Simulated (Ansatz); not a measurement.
Reaction (ligand exchange at the Al–C bond): `CO[CH2][AlH][CH3]` + `CBN` → `CB[NH][AlH][CH3]` + `COC`

Gas-phase electronic energies from Ansatz, PBE0-D4/def2-TZVP geometries. CCSD(T)/CBS is the MP2 limit (def2-TZVPP, def2-QZVPP) plus CCSD(T) − MP2 in def2-TZVPP, frozen cores. DFT in def2-TZVPP. One conformer a species, not always the lowest.

CCSD(T)/CBS gives -25.3 kcal/mol.

Another level gave -26.8 kcal/mol. Which?
A. HF/def2-TZVPP
B. SCS-MP2/def2-TZVPP
C. ωB97M-V/def2-TZVPP
D. revPBE/def2-TZVPP

B. SCS-MP2/def2-TZVPP -26.8, ωB97M-V -24.2, revPBE -22.4, HF/def2-TZVPP -28.7 kcal/mol.

Largest T1 diagnostic among the species: 0.011.

From BLYP to BHLYP (50 % exact exchange), in def2-TZVPP and without D4, ΔE moves by −2.6 kcal/mol. In def2-TZVPP, CCSD(T) changes the Hartree–Fock value by +3.0 kcal/mol (the triples alone add +0.4 kcal/mol) and MP2 by +2.3 kcal/mol. Leaving LDA and LC-ωPBE aside and taking each functional with its dispersion term where it has one, the values, not all of them listed here, spread over 4.2 kcal/mol, from BHLYP-D4 to PBE-D4. LDA lies +0.8 kcal/mol from PBE without D4.
